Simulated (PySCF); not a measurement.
A GIAO shielding run with PySCF 2.14.0 with density-fitted response routines (density fitting, non-relativistic, gas phase) on `F[SiH2]N[C@@H]1CC[C@H]1C[SiH3]`, C5H14FNSi2:

```
$ OMP_NUM_THREADS=1 python probes_run.py task.json out

{"job": {"kind": "nmr", "xc": "PBE0", "basis": "pcSseg-1"}, "charge": 0, "multiplicity": 1}
F     -4.091141     1.409946    -0.387577
Si    -2.510750     1.271689    -0.662978
N     -2.154315    -0.271472    -0.024826
C     -0.882679    -0.934487    -0.087871
C     -0.535251    -1.872916     1.083133
C      0.864765    -1.244758     1.134645
C      0.352601    -0.082803     0.266325
C      1.225219     0.402760    -0.873868
Si     2.779020     1.319621    -0.271687
H     -1.863965     2.329454     0.100041
H     -2.371885     1.440923    -2.107951
H     -2.920094    -0.924884     0.060047
H     -0.743557    -1.441556    -1.054447
H     -1.126497    -1.636148     1.964953
H     -0.589486    -2.941498     0.885285
H      1.244630    -0.984737     2.119753
H      1.607313    -1.846489     0.613734
H      0.044890     0.756897     0.890369
H      1.510135    -0.449794    -1.494989
H      0.629863     1.064184    -1.507879
H      3.601673     0.421498     0.541459
H      2.376899     2.475245     0.532542
H      3.547861     1.766310    -1.435197
```

Hardware: 1 thread of an Arm Neoverse N1, shared host. The job also computes population analyses, field gradients, ring-centre shieldings.

(1) How large is the calculation?

(2) How long does it take, and how much memory does it need?

Answers

(1) 88 electrons, 237 basis functions and 1270 auxiliary functions.

(2) 100 s of wall time, with 12 SCF cycles and 4 response iterations; peak memory 1.1 GiB. Times on a shared host scatter by some tens of per cent.
